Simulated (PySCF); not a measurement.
Fractional electron number in V(2+) (vanadium, charge +2)

The 3d alpha orbital of [Ar] 3d3 is emptied in steps (occupation f), with all orbitals relaxed, ending at [Ar] 3d2. Calculation: PySCF 2.14, in def2-TZVPPD (6s6p4d2f1g, 67 functions); the non-relativistic Hamiltonian (point nucleus). The exact energy is a straight line in f; departures are measured from the line between the end points of the same method.

**Question.** Among PBE0, r2SCAN, LC-wPBE, which shows the largest delocalisation error (convex curve), and which is closest to linear?

**Answer.** Most convex: r2SCAN (-1.788 eV at f = 0.5); closest to linear: LC-wPBE (-0.645 eV).

| f | PBE0 (eV) | r2SCAN (eV) | LC-wPBE (eV) |
| --- | --- | --- | --- |
| 1 | 0.000 | 0.000 | 0.000 |
| 0.75 | -0.993 | -1.333 | -0.474 |
| 0.5 | -1.335 | -1.788 | -0.645 |
| 0.25 | -1.008 | -1.346 | -0.492 |
| 0 | 0.000 | 0.000 | 0.000 |

```
 method  E(f=0) − E(f=1) (eV)  −ε at f=1 (eV)  −ε at f=0.5 (eV)
   PBE0                30.063          24.810            30.023
 r2SCAN                30.163          23.106            30.130
LC-wPBE                30.115          27.637            30.067
```

Reference removal energy between the ground levels: 29.311 eV (measured; NIST Atomic Spectra Database, ionization energies). The calculation has no spin-orbit coupling. The determinant left behind need not be the lowest term of the ion.
